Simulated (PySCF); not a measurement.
## Zinc: a sound run and one with changed settings

Sound run: Zn⁺ [Ar] 3d10 4s1, Zn²⁺ [Ar] 3d10. Calculation: PySCF 2.14, in aug-cc-pVDZ-DK (7s6p4d2f, 59 functions); the spin-free X2C one-electron Hamiltonian (Gaussian nucleus). The sound run starts from symmetry-adapted Hartree-Fock orbitals and uses a fine grid where one is needed.

Changed run: radial step 0.3 in ln r (0.13 in the sound run). This setting is unsound on purpose.

```csv
species,method,sound run (hartree),changed run (hartree),converged
Zn⁺,UHF,-1793.98041,-1793.98041,yes
Zn⁺,PBE0,-1795.32459,-1795.32665,yes
Zn⁺,MN15,-1796.76024,-1796.76441,yes
Zn²⁺,UHF,-1793.36104,-1793.36104,yes
Zn²⁺,PBE0,-1794.65148,-1794.65347,yes
Zn²⁺,MN15,-1796.09983,-1796.10358,yes
```

Ionisation energy of Zn⁺:

```tsv
method	sound run (eV)	changed run (eV)
UHF	16.854	16.854
PBE0	18.316	18.318
MN15	17.971	17.982
```

A coarse radial grid mis-integrates the density and the exchange-correlation energy, with errors of either sign; Hartree-Fock needs no grid.

For comparison, NIST gives 17.964 eV between the lowest levels.
